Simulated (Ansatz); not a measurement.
C4H3F5, SMILES `FC1CC(F)(F)C1(F)F` at its PBE0-D4/def2-TZVP geometry, where that method's forces vanish. Charge 0, multiplicity 1.

```xyz
12

F    -2.2347    0.0330   -0.2863
C    -1.0292    0.1679    0.3210
C    -0.1081   -1.0645    0.3009
C     1.0611   -0.1428   -0.0398
F     1.7563    0.2430    1.0490
F     1.9277   -0.5551   -0.9689
C     0.0415    0.9493   -0.4671
F    -0.1811    0.9180   -1.7877
F     0.2939    2.2072   -0.0982
H    -1.1655    0.5939    1.3177
H    -0.3453   -1.7002   -0.5531
H    -0.0165   -1.6497    1.2125
```

Task: What forces (eV/Å) does r2SCAN-D4/def2-TZVPP give on these atoms in Ansatz? (Best estimate.)

Result: Ansatz gave: 
```
F1  -0.319 -0.036 -0.180
C2   0.107  0.090  0.263
C3  -0.016 -0.277  0.035
C4  -0.238 -0.020 -0.048
F5   0.194  0.126  0.326
F6   0.261 -0.120 -0.280
C7   0.017 -0.134  0.157
F8  -0.080 -0.031 -0.389
F9   0.083  0.384  0.107
H10 -0.006  0.006  0.016
H11 -0.001  0.012  0.004
H12 -0.002  0.001 -0.009
```
